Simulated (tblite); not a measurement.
C7H5FNS (charge +1).
Numbering: `[N:1]#[C:2][c:3]1[cH:4][cH:5][cH:6][s+:7][c:8]1[CH2:9][F:10]` (hydrogens: H11 on C4; H12 on C5; H13 on C6; H14, H15 on C9)

Geometry (GFN2-xTB, Å), atoms numbered from 1 in this order:
```xyz
15
C7H5FNS angstrom
N      1.571    2.819   -0.661
C      0.905    1.915   -0.455
C      0.065    0.790   -0.197
C     -1.319    0.961   -0.274
C     -2.215   -0.077   -0.037
C     -1.812   -1.346    0.292
S     -0.203   -1.848    0.459
C      0.671   -0.423    0.121
C      2.156   -0.578    0.192
F      2.448   -1.857    0.552
H     -1.697    1.942   -0.528
H     -3.274    0.126   -0.115
H     -2.535   -2.129    0.472
H      2.603    0.096    0.937
H      2.632   -0.383   -0.780
```

Calculated harmonic vibrations of the isolated species, GFN2-xTB (tblite), most abundant isotopes, no scaling. The method is semi-empirical: single wavenumbers can be off by several per cent or more. One conformer, not necessarily the lowest.

Harmonic wavenumbers (cm⁻¹): 78.4, 98.1, 115.7, 165.7, 176.8, 272.5, 343.7, 385.6, 400.4, 473.6, 501.6, 543.5, 633.5, 645.1, 726.6, 769.6, 821.4, 892.0, 916.8, 933.9, 991.0, 1064.6, 1108.5, 1146.8, 1151.2, 1186.7, 1207.8, 1269.2, 1305.7, 1367.1, 1393.0, 1484.0, 1523.8, 2385.4, 2893.8, 2913.8, 3076.0, 3083.6, 3091.7.

A = 1411, B = 1244, C = 664.0 MHz; mass 154.013 u (most abundant isotopes); point group Cs, symmetry number 1.

Problem. Zero-point energy?

Solution. Half the sum of the wavenumbers: 21769 cm⁻¹ = 62.24 kcal/mol.

Problem. Entropy at 298.15 K, 1 bar (ideal gas, RRHO, classical rotation)?

Solution. Translation 41.03, rotation 30.00, vibration 24.54: S = 95.6 cal/(mol K).

Problem. And Cp and H(298.15 K) − H(0)?

Solution. Cp = 35.54 cal/(mol K), of which vibrations give 27.59 (their classical limit is 39 R = 77.5); H(298.15 K) − H(0) = 6.43 kcal/mol without the zero-point energy, 4.06 from vibrations.

Problem. What must be added to the electronic energy to get the Gibbs energy at 298.15 K and 1 bar?

Solution. ZPE + [H(298.15 K) − H(0)] − T·S = 62.24 + 6.43 − 28.49 = 40.18 kcal/mol.

Problem. Which modes carry the vibrational entropy at 298.15 K?

Solution. 78.4 cm⁻¹: 3.93; 98.1 cm⁻¹: 3.49; 115.7 cm⁻¹: 3.17; 165.7 cm⁻¹: 2.48; 176.8 cm⁻¹: 2.36; 272.5 cm⁻¹: 1.58 cal/(mol K); the other 33 give 7.52 together.

Problem. How do the functions run with temperature in this model?

Solution. 
| T (K) | S (cal/(mol K)) | Cp (cal/(mol K)) | H − H(0) (kcal/mol) | G − H(0) (kcal/mol) | ln q(vib) |
| --- | --- | --- | --- | --- | --- |
| 100 | 68.5 | 17.2 | 1.20 | -5.66 | 1.10 |
| 200 | 83.3 | 26.5 | 3.38 | -13.28 | 3.27 |
| 300 | 95.8 | 35.7 | 6.49 | -22.25 | 5.54 |
| 500 | 117.8 | 50.7 | 15.23 | -43.66 | 10.13 |
| 800 | 144.7 | 63.6 | 32.59 | -83.20 | 16.64 |
| 1000 | 159.5 | 68.8 | 45.86 | -113.67 | 20.61 |

q(vib) and H(0) count from the zero-point level.

Problem. Blend soft modes into free rotors: weight 1/[1 + (100 cm⁻¹/ν̃)⁴] for the oscillator and the rest for a rotor with moment μB/(μ + B), μ = h/(8π²ν), B = 10⁻⁴⁴ kg m². What vibrational entropy results?

Solution. 23.44 cal/(mol K) in place of 24.54, which changes −T·S at 298.15 K by +0.33 kcal/mol.

Hindered rotation and anharmonicity are outside this model. Other conformers, if any are populated, would add a mixing term that is left out.
